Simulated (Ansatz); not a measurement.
# Molecular dynamics of CH₆BNO₂

Input file:

```yaml
crystal:
  periodic: [false, false, false]
  atoms:
    - { symbol: "N", position_ang: [-1.437832, -0.180196, 0.460301] }
    - { symbol: C, position_ang: [-0.103808, 0.418313, 0.701163] }
    - { symbol: B, position_ang: [0.845838, -0.046646, -0.474077] }
    - { symbol: O, position_ang: [2.085424, 0.517796, -0.669211] }
    - { symbol: O, position_ang: [0.378998, -1.060444, -1.276436] }
    - { symbol: H, position_ang: [-1.943237, -0.448598, 1.294981] }
    - { symbol: H, position_ang: [-2.026308, 0.37583, -0.149643] }
    - { symbol: H, position_ang: [0.29346, 0.013533, 1.641699] }
    - { symbol: H, position_ang: [-0.121821, 1.510729, 0.827943] }
    - { symbol: H, position_ang: [2.614062, 0.151432, -1.396473] }
    - { symbol: H, position_ang: [-0.519275, -1.308949, -0.939647] }
basis:
  gaussian: { orbitals: "6-31G" }
hamiltonian:
  xc: pbe0
md:
  timestep: 0.25
  n_steps: 300
  ensemble: nve
  temperature: 300.0
  initial_velocities: maxwell_boltzmann
  seed: 811392
scf:
  lower_state_search: "off"
```

Command:

```bash
$ ansatz run input.yaml --threads 1 --pin off --max-ram 2048MiB --backend cpu --events-out ev --progress --plain --runs-dir out
```

It starts from a relaxed structure.

Output, in part (step lines, the closing report, with atoms numbered from 0):

```
md step     0: t =     0.00 fs  T =   300.0 K  F+E_penalty+E_count = -7387.23805175 eV  E_kin = 0.349002 eV  conserved = -7386.88904976 eV  (13 SCF iters)
md step     1: t =     0.25 fs  T =   297.7 K  F+E_penalty+E_count = -7387.23536561 eV  E_kin = 0.346337 eV  conserved = -7386.88902864 eV  (20 SCF iters)
md step     2: t =     0.50 fs  T =   291.0 K  F+E_penalty+E_count = -7387.22749469 eV  E_kin = 0.338509 eV  conserved = -7386.88898592 eV  (20 SCF iters)
md step     3: t =     0.75 fs  T =   280.4 K  F+E_penalty+E_count = -7387.21508376 eV  E_kin = 0.326157 eV  conserved = -7386.88892648 eV  (20 SCF iters)
md step     4: t =     1.00 fs  T =   266.6 K  F+E_penalty+E_count = -7387.19904778 eV  E_kin = 0.310191 eV  conserved = -7386.88885640 eV  (14 SCF iters)
md step     5: t =     1.25 fs  T =   250.7 K  F+E_penalty+E_count = -7387.18047612 eV  E_kin = 0.291694 eV  conserved = -7386.88878238 eV  (14 SCF iters)
md step     6: t =     1.50 fs  T =   233.7 K  F+E_penalty+E_count = -7387.16052745 eV  E_kin = 0.271817 eV  conserved = -7386.88871083 eV  (14 SCF iters)
md step     7: t =     1.75 fs  T =   216.3 K  F+E_penalty+E_count = -7387.14032634 eV  E_kin = 0.251679 eV  conserved = -7386.88864764 eV  (13 SCF iters)
[... lines left out ...]
md step   297: t =    74.25 fs  T =   148.0 K  F+E_penalty+E_count = -7387.06074196 eV  E_kin = 0.172156 eV  conserved = -7386.88858639 eV  (13 SCF iters)
md step   298: t =    74.50 fs  T =   152.1 K  F+E_penalty+E_count = -7387.06557592 eV  E_kin = 0.176961 eV  conserved = -7386.88861495 eV  (13 SCF iters)
md step   299: t =    74.75 fs  T =   157.6 K  F+E_penalty+E_count = -7387.07200558 eV  E_kin = 0.183348 eV  conserved = -7386.88865737 eV  (14 SCF iters)
md step   300: t =    75.00 fs  T =   163.9 K  F+E_penalty+E_count = -7387.07935810 eV  E_kin = 0.190650 eV  conserved = -7386.88870760 eV  (14 SCF iters)
Total energy: -7387.07937585 eV, -271.4701599201 hartree
Atom 0 at    -1.448166    -0.149141     0.438251 Å, force     0.183249     0.032629    -0.101847 eV/Å
Atom 1 at    -0.086691     0.388481     0.717722 Å, force    -0.398401    -0.471585    -0.477452 eV/Å
Atom 2 at     0.819196    -0.073796    -0.482616 Å, force     2.209162     2.266857     1.005623 eV/Å
Atom 3 at     2.070683     0.529251    -0.684959 Å, force    -0.665514    -0.079843     0.285675 eV/Å
Atom 4 at     0.402315    -1.061484    -1.248756 Å, force     0.355648    -1.343228    -1.748171 eV/Å
Atom 5 at    -1.917848    -0.436815     1.274712 Å, force    -0.441298    -0.254096     0.367740 eV/Å
Atom 6 at    -2.036024     0.495317    -0.087479 Å, force     0.176946    -0.135803     0.043193 eV/Å
Atom 7 at     0.316530    -0.087181     1.620285 Å, force    -0.122252     0.083221     0.107797 eV/Å
Atom 8 at    -0.124558     1.455118     0.881028 Å, force     0.358401     0.595918     0.172169 eV/Å
Atom 9 at     2.624600     0.236034    -1.425018 Å, force    -0.162901    -0.168796     0.002978 eV/Å
Atom 10 at    -0.476589    -1.318708    -0.973400 Å, force    -1.493040    -0.525274     0.342295 eV/Å
Dipole moment:    -0.426370     0.073201     0.206770 e Å
```

The steps, from the saved trajectory:

```json
{"time (fs)": "0.0", "T (K)": "300", "potential energy less start (eV)": "0.000", "conserved less start (meV/atom)": "0.00"}
{"time (fs)": "2.5", "T (K)": "171", "potential energy less start (eV)": "0.151", "conserved less start (meV/atom)": "0.05"}
{"time (fs)": "5.0", "T (K)": "105", "potential energy less start (eV)": "0.227", "conserved less start (meV/atom)": "0.02"}
{"time (fs)": "7.5", "T (K)": "44", "potential energy less start (eV)": "0.298", "conserved less start (meV/atom)": "0.06"}
{"time (fs)": "10.0", "T (K)": "171", "potential energy less start (eV)": "0.150", "conserved less start (meV/atom)": "0.02"}
{"time (fs)": "12.5", "T (K)": "202", "potential energy less start (eV)": "0.114", "conserved less start (meV/atom)": "0.03"}
{"time (fs)": "15.0", "T (K)": "180", "potential energy less start (eV)": "0.140", "conserved less start (meV/atom)": "0.02"}
{"time (fs)": "17.5", "T (K)": "104", "potential energy less start (eV)": "0.228", "conserved less start (meV/atom)": "0.04"}
{"time (fs)": "20.0", "T (K)": "120", "potential energy less start (eV)": "0.210", "conserved less start (meV/atom)": "0.04"}
{"time (fs)": "22.5", "T (K)": "186", "potential energy less start (eV)": "0.133", "conserved less start (meV/atom)": "0.03"}
{"time (fs)": "25.0", "T (K)": "176", "potential energy less start (eV)": "0.145", "conserved less start (meV/atom)": "0.03"}
{"time (fs)": "27.5", "T (K)": "133", "potential energy less start (eV)": "0.194", "conserved less start (meV/atom)": "0.03"}
{"time (fs)": "30.0", "T (K)": "105", "potential energy less start (eV)": "0.227", "conserved less start (meV/atom)": "0.04"}
{"time (fs)": "32.5", "T (K)": "148", "potential energy less start (eV)": "0.177", "conserved less start (meV/atom)": "0.03"}
{"time (fs)": "35.0", "T (K)": "188", "potential energy less start (eV)": "0.130", "conserved less start (meV/atom)": "0.02"}
{"time (fs)": "37.5", "T (K)": "167", "potential energy less start (eV)": "0.155", "conserved less start (meV/atom)": "0.02"}
{"time (fs)": "40.0", "T (K)": "104", "potential energy less start (eV)": "0.229", "conserved less start (meV/atom)": "0.04"}
{"time (fs)": "42.5", "T (K)": "126", "potential energy less start (eV)": "0.203", "conserved less start (meV/atom)": "0.03"}
{"time (fs)": "45.0", "T (K)": "157", "potential energy less start (eV)": "0.166", "conserved less start (meV/atom)": "0.04"}
{"time (fs)": "47.5", "T (K)": "204", "potential energy less start (eV)": "0.112", "conserved less start (meV/atom)": "0.02"}
{"time (fs)": "50.0", "T (K)": "148", "potential energy less start (eV)": "0.178", "conserved less start (meV/atom)": "0.04"}
{"time (fs)": "52.5", "T (K)": "139", "potential energy less start (eV)": "0.187", "conserved less start (meV/atom)": "0.03"}
{"time (fs)": "55.0", "T (K)": "108", "potential energy less start (eV)": "0.224", "conserved less start (meV/atom)": "0.05"}
{"time (fs)": "57.5", "T (K)": "160", "potential energy less start (eV)": "0.163", "conserved less start (meV/atom)": "0.02"}
{"time (fs)": "60.0", "T (K)": "149", "potential energy less start (eV)": "0.177", "conserved less start (meV/atom)": "0.04"}
{"time (fs)": "62.5", "T (K)": "182", "potential energy less start (eV)": "0.138", "conserved less start (meV/atom)": "0.02"}
{"time (fs)": "65.0", "T (K)": "136", "potential energy less start (eV)": "0.191", "conserved less start (meV/atom)": "0.04"}
{"time (fs)": "67.5", "T (K)": "148", "potential energy less start (eV)": "0.177", "conserved less start (meV/atom)": "0.02"}
{"time (fs)": "70.0", "T (K)": "131", "potential energy less start (eV)": "0.197", "conserved less start (meV/atom)": "0.04"}
{"time (fs)": "72.5", "T (K)": "160", "potential energy less start (eV)": "0.163", "conserved less start (meV/atom)": "0.02"}
{"time (fs)": "75.0", "T (K)": "164", "potential energy less start (eV)": "0.159", "conserved less start (meV/atom)": "0.03"}
```

The run went to its last step. The conserved energy stayed within 0.056 meV per atom of its start (net change 0.031 meV per atom), so the integration is sound. The temperature averaged 0.49 of the 300 K drawn at the start: a run that starts near a minimum puts about half its kinetic energy into the potential. A run of 0.075 ps of so small a system gives no equilibrium averages. Limits of this set-up: no polarisation functions.

The same pairs are bonded in the first frame and the last. Pairs count as bonded within 1.25 times the sum of covalent radii (0.12 Å more for H–H).

Last frame:

```xyz
11
Properties=species:S:1:pos:R:3
N -1.448 -0.149 0.438
C -0.087 0.389 0.718
B 0.819 -0.074 -0.483
O 2.071 0.529 -0.685
O 0.402 -1.062 -1.249
H -1.918 -0.437 1.275
H -2.036 0.495 -0.087
H 0.317 -0.087 1.620
H -0.125 1.455 0.881
H 2.625 0.236 -1.425
H -0.477 -1.319 -0.973
```

Time of the run: 5.3 min on 1 thread of AMD EPYC 9R45 96-Core Processor (Zen 5), with other jobs on the host, peak memory 0.12 GiB.
